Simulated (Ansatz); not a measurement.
Computed with Ansatz on PBE0-D4/def2-TZVP structures; ΔE is electronic, products minus reactants. CBS: MP2 limit from def2 TZ/QZ plus the TZ coupled-cluster correction, frozen cores. This one scheme is used for every species. Functionals use def2-TZVPP. B3LYP here is the variant with VWN-RPA as its local correlation; programs differ in this. Each species was taken in one conformer, which may not be the lowest.

Consider the formal exchange of groups at the Si–Al bond: `O[SiH]([AlH2])CF` + `C=O` → `O=C[SiH](O)CF` + `[AlH3]`.

| level | ΔE (kJ/mol) | difference from CCSD(T)/CBS |
| --- | --- | --- |
| PBE-D4 | 5.5 | 10.0 |
| r2SCAN-D4 | -4.0 | 0.5 |
| PBE0-D4 | 3.8 | 8.3 |
| B3LYP-D4 | -5.8 | -1.3 |
| ωB97X-V | -6.9 | -2.4 |
| ωB97M-V | -13.2 | -8.7 |
| B2PLYP | -6.7 | -2.2 |
| PBE | 6.7 | 11.2 |
| r2SCAN | -3.7 | 0.8 |
| PBE0 | 4.6 | 9.1 |
| B3LYP | -4.0 | 0.5 |
| HF/def2-TZVPP | -9.8 | -5.3 |
| MP2/def2-TZVPP | -8.7 | -4.2 |
| SCS-MP2/def2-TZVPP | -8.9 | -4.4 |
| CCSD/def2-TZVPP | -4.3 | 0.2 |
| CCSD(T)/def2-TZVPP | -4.3 | 0.2 |
| HF/def2-QZVPP | -9.7 | -5.2 |
| MP2/def2-QZVPP | -8.8 | -4.3 |
| SCS-MP2/def2-QZVPP | -8.9 | -4.4 |
| HF/CBS(def2) | -9.7 | -5.2 |
| MP2/CBS(def2) | -8.9 | -4.4 |
| CCSD/CBS(def2) | -4.5 | 0.0 |
| CCSD(T)/CBS | -4.5 | 0 |

Largest T1 diagnostic among the species: 0.015.
